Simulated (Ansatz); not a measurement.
A search over several starts for the lowest SCF solution of Ga2Sb⁺ at the given spin, in a small basis.

```yaml
crystal:
  periodic: [false, false, false]
  atoms:
    - {symbol: Ga, position_ang: [1.314383, 2.630257, -0.070570]}
    - {symbol: Ga, position_ang: [-1.327235, -2.623664, 0.075318]}
    - {symbol: Sb, position_ang: [0.012852, -0.006594, -0.004748]}
basis:
  gaussian: {orbitals: def2-SVP, initial_orbitals: start.molden}
total_charge: 1
magnetization: {spin_polarized: true, initial_magnetization: 2}
hamiltonian: {xc: pbe0, dispersion: d4}
output: {orbitals: {seedname: orbitals}}
```

The file start.molden holds the orbitals of an earlier run on this structure, at another level or in another basis.

```sh
$ ansatz run in.yaml --threads 4 --pin off --events-out ev --progress --plain --max-ram 3916MiB
```

Output, abridged:

```
Functional definition: PBE0
972 factors; integrals over basis functions are off by at most 2.6e-4 eV
mean field evaluation 1: about -111260.0774 eV, gradient 1.7e1 eV
mean field evaluation 2: about -111260.1895 eV, gradient 2.4e-1 eV
mean field evaluation 4: about -111260.1929 eV, gradient 1.1e-3 eV
mean field evaluation 8: about -111255.6450 eV, gradient 2.0e1 eV
mean field evaluation 16: about -111260.1929 eV, gradient 6.3e-3 eV
mean field evaluation 32: about -111259.3527 eV, gradient 7.9e-6 eV
mean field -111260.19287757 eV, -4088.7366733832 hartree, gradient 2.3e-5 eV, S^2 2.007385; 4 other end points of the search recorded, 0 dependent functions left out
reference -111260.19290744 eV, -4088.7366744810 hartree; 43, 41 occupied and 47, 49 virtual orbitals, 972 factors
Total energy: -111260.29336968 eV, -4088.7403664002 hartree
```

Run time 4.6 s (4 threads of Arm Neoverse V2 on a shared host).

Other converged states that the search met: 0.84 eV higher (⟨S²⟩ = 2.02).

In the def2 sets Sb takes a core potential; there is no spin–orbit coupling. The structure comes from a short search, and lower isomers may exist.
